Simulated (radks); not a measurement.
Sc XIII, 9 electrons, occupied as [He] 2s2 2p5.

Method: Dirac Kohn-Sham, relativistic LDA (MacDonald-Vosko exchange, VWN5 correlation), spin-unpolarised, spherical densities, finite nucleus; open shells fill j = l - 1/2 first; Fermi nuclear charge, rms radius 3.5459 fm; computed with a radial shooting solver on a logarithmic mesh with Libxc functionals.

Energy parts (hartree):
total: -689.80314
kinetic: 695.39573
electron-nucleus: -1514.72528
Hartree: 156.51190
exchange-correlation: -26.98549

Orbitals (lengths in bohr, moments of r in powers of bohr):
\begin{tabular}{lrrrrrr}
orbital & occ. & eigenvalue (hartree) & <r^4> & <r> & <r^2> & small-component weight \\ \hline
1s1/2 & 2 & -174.7027 & 0.0001331 & 0.07318 & 0.007199 & 5.62e-03 \\
2s1/2 & 2 & -29.49842 & 0.02938 & 0.3331 & 0.1307 & 1.03e-03 \\
2p1/2 & 2 & -26.78332 & 0.02194 & 0.2925 & 0.1048 & 1.01e-03 \\
2p3/2 & 3 & -26.59713 & 0.02252 & 0.2949 & 0.1064 & 1.00e-03 \\
\end{tabular}

The highest occupied level is 2p3/2 at -723.74 eV. For comparison, the ionisation energy in NIST's Atomic Spectra Database is 758 eV (semi-empirical). In exact Kohn-Sham theory the highest level is minus the ionisation energy, but local and semilocal functionals leave it too shallow, through self-interaction and a potential that decays too fast; potentials with the right tail come closer.

Beside tabulated values, note that spin-unpolarised runs miss the spin-polarisation part of the exchange energy of open shells.
